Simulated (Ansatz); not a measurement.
Ga2Se4⁻. Charge -1, multiplicity 2. Geometry PBE-D4/def2-SVPD; atoms count from 1.

```csv
atom,x (Å),y (Å),z (Å)
Ga1,-1.218,0.339,2.201
Ga2,0.623,-0.706,-0.783
Se3,-0.082,1.532,-1.252
Se4,-0.977,2.326,0.840
Se5,1.767,-1.900,-2.328
Se6,-0.113,-1.591,1.323
```

Another isomer (doublet) lies 0.91 eV lower at PBE0-D4/def2-SVP; other spin states weren't run for this one.

Problem. Estimate the Mulliken populations from the PBE0/def2-SVP orbitals of Ansatz.

Solution. 
```json
{"atom": "Ga1", "charge (e)": "0.15", "spin (α − β)": "0.56"}
{"atom": "Ga2", "charge (e)": "0.27", "spin (α − β)": "-0.03"}
{"atom": "Se3", "charge (e)": "-0.26", "spin (α − β)": "0.05"}
{"atom": "Se4", "charge (e)": "-0.28", "spin (α − β)": "0.10"}
{"atom": "Se5", "charge (e)": "-0.50", "spin (α − β)": "0.19"}
{"atom": "Se6", "charge (e)": "-0.39", "spin (α − β)": "0.14"}
```
Mulliken values and Mayer orders depend strongly on the basis.

Problem. Where does the spin sit?

Solution. Summed by element: Ga 0.52, Se 0.48, of 1 unpaired in all. Largest on single atoms: Ga1 0.56, Se5 0.19, Se6 0.14.

Problem. And the Mayer bond orders between bonded heavy atoms (over 0.3)?

Solution. Ga1–Se4 1.01 (2.42 Å); Ga1–Se6 1.10 (2.39 Å); Ga2–Se3 0.88 (2.39 Å); Ga2–Se5 1.65 (2.26 Å); Ga2–Se6 0.85 (2.40 Å); Se3–Se4 0.98 (2.41 Å).
